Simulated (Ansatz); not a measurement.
**Abstraction of Cl: SbH2Cl + InH2 → SbH2 + InH2Cl**

Species: SbH2Cl `[Cl][SbH2]`, singlet; InH2 `[InH2]`, doublet; SbH2 `[SbH2]`, doublet; InH2Cl `[Cl][InH2]`, singlet. A radical takes Cl: the energy is the difference in strength between the Sb–Cl bond broken and the In–Cl bond made.

Shapes, held fixed at every level: PBE0-D4/def2-TZVP. Programs: Ansatz 0.2.0. The zero-point and thermal change to 298 K, harmonic and unscaled (PBE0-D4/def2-TZVP), is +1.2 kJ/mol.

Task: Estimate ΔH(298 K) of this reaction.

Result: The highest level, CCSD(T)/def2-TZVPP, gives ΔH(298 K) = -102.5 kJ/mol; the levels span -117.4 to -92.0. The column of differences is taken from that level and isn't an error. No measured value is set beside it here. Open shells run unrestricted. For atoms past krypton def2 sets carry core potentials with scalar relativity. Outer-core shells of In, Sb are correlated, in sets that cover them unevenly. Times are processor times on shared x86 and Arm servers, and rough.

```json
{"level": "MP2/def2-SVP", "kind": "perturbation theory", "ΔH(298 K) (kJ/mol)": "-117.4", "less CCSD(T)/def2-TZVPP": "-14.9", "CPU time (sum over the molecules)": "–"}
{"level": "r2SCAN-D4/def2-TZVPP", "kind": "meta-GGA", "ΔH(298 K) (kJ/mol)": "-92.0", "less CCSD(T)/def2-TZVPP": "+10.5", "CPU time (sum over the molecules)": "16 s"}
{"level": "BHLYP-D4/def2-TZVPP", "kind": "global hybrid", "ΔH(298 K) (kJ/mol)": "-95.3", "less CCSD(T)/def2-TZVPP": "+7.2", "CPU time (sum over the molecules)": "8.2 s"}
{"level": "wB97M-V/def2-TZVPP", "kind": "range-separated hybrid", "ΔH(298 K) (kJ/mol)": "-98.2", "less CCSD(T)/def2-TZVPP": "+4.3", "CPU time (sum over the molecules)": "30 s"}
{"level": "B2PLYP/def2-TZVPP", "kind": "double hybrid", "ΔH(298 K) (kJ/mol)": "-94.3", "less CCSD(T)/def2-TZVPP": "+8.2", "CPU time (sum over the molecules)": "14 s"}
{"level": "CCSD(T)/def2-SVP", "kind": "coupled cluster or CI", "ΔH(298 K) (kJ/mol)": "-113.8", "less CCSD(T)/def2-TZVPP": "-11.3", "CPU time (sum over the molecules)": "5 s"}
{"level": "CCSD/def2-TZVPP", "kind": "coupled cluster or CI", "ΔH(298 K) (kJ/mol)": "-104.6", "less CCSD(T)/def2-TZVPP": "-2.1", "CPU time (sum over the molecules)": "–"}
{"level": "CCSD(T)/def2-TZVPP", "kind": "coupled cluster or CI", "ΔH(298 K) (kJ/mol)": "-102.5", "less CCSD(T)/def2-TZVPP": "0.0", "CPU time (sum over the molecules)": "26 s"}
```
